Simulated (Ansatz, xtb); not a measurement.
**C3H10SeSi: which of two isomers lies lower**

Structure X is `CC[SiH2][Se]C`, a singlet and structure Y is `CC(C)[Se][SiH3]`, a singlet. Both are isolated molecules in the gas phase, relaxed with B3LYP-D3(BJ)/def2-SVP; each stands in its lowest conformer found.

Quicker runs give these differences E(Y) − E(X): GFN2-xTB −34.0 kJ/mol; HF/STO-3G +40.3 kJ/mol (at GFN2-xTB geometries); r2SCAN-D4/def2-SVP +22.7 kJ/mol (at GFN2-xTB geometries).

Question: Which of the two would you expect CCSD(T)/def2-SVP + ΔMP2/def2-TZVPP electronic energies to favour?

Answer: Structure X; the calculation gives E(Y) − E(X) = +23.2 kJ/mol.

Level by level:

```json
{"level": "GFN2-xTB", "geometry": "GFN2-xTB", "E(Y) − E(X) (kJ/mol)": "−34.0", "departure from the last row (kJ/mol)": "−57.3", "job, with rough time for the two": "optimisation, 0.22 s"}
{"level": "HF/STO-3G", "geometry": "GFN2-xTB", "E(Y) − E(X) (kJ/mol)": "+40.3", "departure from the last row (kJ/mol)": "+17.1", "job, with rough time for the two": "single point, 0.44 s"}
{"level": "r2SCAN-D4/def2-SVP", "geometry": "GFN2-xTB", "E(Y) − E(X) (kJ/mol)": "+22.7", "departure from the last row (kJ/mol)": "−0.5", "job, with rough time for the two": "single point, 4 s"}
{"level": "B3LYP-D3(BJ)/def2-SVP", "geometry": "B3LYP-D3(BJ)/def2-SVP", "E(Y) − E(X) (kJ/mol)": "+22.2", "departure from the last row (kJ/mol)": "−1.0", "job, with rough time for the two": "optimisation, 66 s"}
{"level": "HF/def2-SVP", "geometry": "B3LYP-D3(BJ)/def2-SVP", "E(Y) − E(X) (kJ/mol)": "+23.4", "departure from the last row (kJ/mol)": "+0.2", "job, with rough time for the two": "part of the CCSD(T) run"}
{"level": "MP2/def2-SVP", "geometry": "B3LYP-D3(BJ)/def2-SVP", "E(Y) − E(X) (kJ/mol)": "+14.4", "departure from the last row (kJ/mol)": "−8.9", "job, with rough time for the two": "part of the CCSD(T) run"}
{"level": "CCSD(T)/def2-SVP", "geometry": "B3LYP-D3(BJ)/def2-SVP", "E(Y) − E(X) (kJ/mol)": "+13.6", "departure from the last row (kJ/mol)": "−9.6", "job, with rough time for the two": "single point"}
{"level": "CCSD(T)/def2-SVP + ΔMP2/def2-TZVPP", "geometry": "B3LYP-D3(BJ)/def2-SVP", "E(Y) − E(X) (kJ/mol)": "+23.2", "departure from the last row (kJ/mol)": "", "job, with rough time for the two": "single point, 67 s"}
```

As drawn, Y has 1 C–C, 1 Si–H in place of 1 C–Si, 1 C–H.

GFN2-xTB puts the two in the other order. The largest departure from CCSD(T)/def2-SVP + ΔMP2/def2-TZVPP is that of GFN2-xTB, 57.3 kJ/mol. The last row adds to CCSD(T) the change of the MP2 difference between the two basis sets, here +9.6 kJ/mol.

With thermal terms from frequencies at re-optimised GFN2-xTB minima (ideal gas, soft modes damped towards free rotors, one conformer each, 298.15 K, 1 atm): the zero-point term adds −3.6 kJ/mol; ΔH is +18.9 and ΔG +21.8 kJ/mol.

The correlated steps freeze 17 core orbitals; the filled d shell of Se is correlated, in a basis made for valence electrons. Codes used: Ansatz 0.2.0, xtb 6.7.1; the last row on 4 threads of Arm Neoverse V1 on a shared host.
